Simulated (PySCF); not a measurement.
A side-by-side comparison of computed properties.

First species: C5H6O3.
SMILES: `O=COC1=CCOC1`

Second species: C₃H₇NS₂Si.
Atom-mapped SMILES: `[CH2:1]=[N:2][SiH:3]1[S:4][CH2:5][CH2:6][S:7]1` (hydrogens: H8, H9 on C1; H10 on Si3; H11, H12 on C5; H13, H14 on C6)

Levels: PBE0/def2-SVPD for HOMO energy, LUMO energy, HOMO–LUMO gap and static isotropic polarisability; TDDFT PBE0/def2-SVPD for lowest singlet excitation; TDA PBE0/def2-SVPD for lowest triplet excitation (Tamm–Dancoff). Geometries: GFN2-xTB. All species are isolated and taken at one optimised geometry, non-relativistic unless stated; the electronic structure was computed with PySCF and density fitting.

Dipoles, sizes and rotational constants follow the conformer. The torsions of the flexible species, by atom-mapped SMILES:
- `[O:1]=[CH:2][O:3][C:4]1=[CH:5][CH2:6][O:7][CH2:8]1`: O1–C2–O3–C4 0°, C2–O3–C4–C5 1°

The conformers of `C=N[SiH]1SCCS1` aren't listed.

Which has the higher S1 energy?

The first: 5.31 eV against 3.93 eV, a difference of 1.38 eV.

Which has the higher HOMO energy?

The second: -6.88 eV against -7.01 eV, a difference of 0.13 eV.

Which has the higher HOMO–LUMO gap?

The first: 6.20 eV against 5.51 eV, a difference of 0.69 eV.

Which has the higher static isotropic polarisability?

The second: 108.9 au against 67.7 au, a difference of 41.2 au.

Which of the two has the higher T1 energy, and by how much?

The first: 4.10 eV against 3.33 eV, a difference of 0.77 eV.

Which has the higher LUMO energy?

The first: -0.81 eV against -1.37 eV, a difference of 0.56 eV.

On the first: The vertical singlet–triplet gap S1 − T1 is 1.21 eV (TDDFT singlet less Tamm–Dancoff triplet; S1: HOMO→LUMO, weight 0.98; T1: HOMO→LUMO, weight 0.62). The principal polarisabilities are 47.8, 72.2 and 83.3 au; their mean is the isotropic value.

On the second: S1 lies 1.58 eV below the HOMO–LUMO gap; its leading configuration is HOMO−2→LUMO, weight 0.94. The polarisability is 16.13 Å³ as a volume (1 au = 0.148185 Å³), or 1.40 au for each of the 78 electrons.
